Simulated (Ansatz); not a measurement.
`CC[Si]C` + H₂O → `C[Si]O` + ethane at 400 K and 1 bar (formal hydrolysis of the Si–C bond).

Program: Ansatz. Geometries: PBE0-D4/def2-TZVP. ΔE: electronic, gas phase. CBS: MP2 limit from def2 TZ/QZ plus the TZ coupled-cluster correction, frozen cores. This one scheme is used for every species. One conformer a species, not always the lowest.

```
  species  CCSD(T)/CBS energy (Eh)  H − E (kJ/mol)  S (J/(mol·K))
`CC[Si]C`               -408.00123           294.3          368.2
      H₂O                -76.37941            69.8          198.6
 `C[Si]O`               -404.71755           153.0          313.4
     `CC`                -79.71954           213.5          244.3
```

H − E and S are ideal-gas, rigid-rotor, harmonic terms from PBE0-D4/def2-TZVP, for one conformer and one mirror image of each species. 1 Eh = 2625.50 kJ/mol, R = 8.31446 J/(mol·K).

Question: By hand: ΔE, ΔH, ΔS and ΔG.

Answer: ΔE = (-404.71755) + (-79.71954) − (-408.00123) − (-76.37941) = -0.05645 Eh = -148.2 kJ/mol. Δ(H − E) = 153.0 + 213.5 − 294.3 − 69.8 = 2.4, so ΔH = -145.8 kJ/mol. ΔS = 313.4 + 244.3 − 368.2 − 198.6 = -9.1 J/(mol·K). ΔG = -145.8 − 400 × (-9.1)/1000 = -142.2 kJ/mol.

Question: By hand: the equilibrium constant, and the temperature at which ΔG would vanish if ΔH and ΔS stayed fixed.

Answer: log₁₀ K = −ΔG/(RT ln 10) = 18.6. ΔG = 0 at ΔH/ΔS = 16022 K, far beyond where these terms or the molecules hold.

The number of gas molecules stays the same, so ΔS is small and ΔH decides. A doubt of 5 kJ/mol in ΔE shifts log₁₀ K by 0.7 here. Other conformers and mirror images would add mixing entropy, several J/(mol·K) or more a flexible species. These are equilibria of isolated gas molecules and say nothing of rates. Largest T1 diagnostic: 0.014 (customary marks: 0.02 for closed shells, 0.045 for open ones).
